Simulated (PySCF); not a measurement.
SnBr2, SMILES [Br][Sn][Br] (connectivity only; charge and spin as stated), neutral, multiplicity 1.

The structure is a stationary point at PBE-D3(BJ)/def2-SVP. The isomer is the one that the SMILES or the coordinates give; other isomers of the formula were not compared. The def2 effective core potentials stand for the cores of Sn; spin–orbit coupling is left out.

These are TDA-LC-ωPBE/def2-SVPD in PySCF values and carry that method's errors.

Vertical excitations. The molecule is in vacuum. State labels are in the subgroup C2v.

Computed excitation energies, oscillator strengths and character:
```
state  symmetry  energy (eV)  λ (nm)      f                            main pairs
-----  --------  -----------  ------  -----  ------------------------------------
S1           B1         3.65     339  0.030                        HOMO→LUMO 98 %
S2           A2         4.40     282  0.000                      HOMO−1→LUMO 98 %
S3           B2         4.93     252  0.019                      HOMO−2→LUMO 89 %
S4           B1         5.22     237  0.008                      HOMO−4→LUMO 97 %
S5           A1         5.32     233  0.003    HOMO−3→LUMO 74 %, HOMO→LUMO+1 21 %
S6           A2         5.78     214  0.000                      HOMO−5→LUMO 97 %
S7           B2         5.96     208  0.049  HOMO→LUMO+2 47 %, HOMO−1→LUMO+1 43 %
S8           A1         6.02     206  0.256    HOMO→LUMO+1 70 %, HOMO−3→LUMO 17 %
S9           A2         6.35     195  0.000                    HOMO−2→LUMO+1 81 %
S10          A1         6.47     192  0.005                    HOMO−1→LUMO+2 80 %
T1           B1         2.52     492      0                        HOMO→LUMO 91 %
T2           A2         4.29     289      0                      HOMO−1→LUMO 97 %
T3           B2         4.39     282      0                      HOMO−2→LUMO 96 %
T4           A1         4.67     265      0    HOMO−3→LUMO 81 %, HOMO→LUMO+1 14 %
```
Triplets are in the Tamm–Dancoff approximation.
